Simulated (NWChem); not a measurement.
# SiNH2BrCl2; SMILES N[Si](Cl)(Cl)Br

```xyz
7

N      1.9511     0.9187     0.0000
Si     0.3078     0.5013     0.0000
Cl    -0.5507     1.2826    -1.6882
Cl    -0.5507     1.2826     1.6882
Br    -0.1215    -1.6785     0.0000
H      2.5060     0.8459    -0.8451
H      2.5060     0.8459     0.8451
```
Atoms are numbered in this order, from 1.

All runs: NWChem. The geometry was optimised at PBE0/def2-SVP. Ions are spin-unrestricted doublets at the neutral geometry; other ion states weren't tried.

Problem. Among these, which level gives the highest value of “−ε(HOMO) (eV)”?
A. CAM-B3LYP/def2-SVP
B. Hartree-Fock/def2-SVP
C. M06-2X/def2-SVP

Solution. B, Hartree-Fock/def2-SVP. Values: CAM-B3LYP/def2-SVP 9.35; M06-2X/def2-SVP 9.40; Hartree-Fock/def2-SVP 11.40
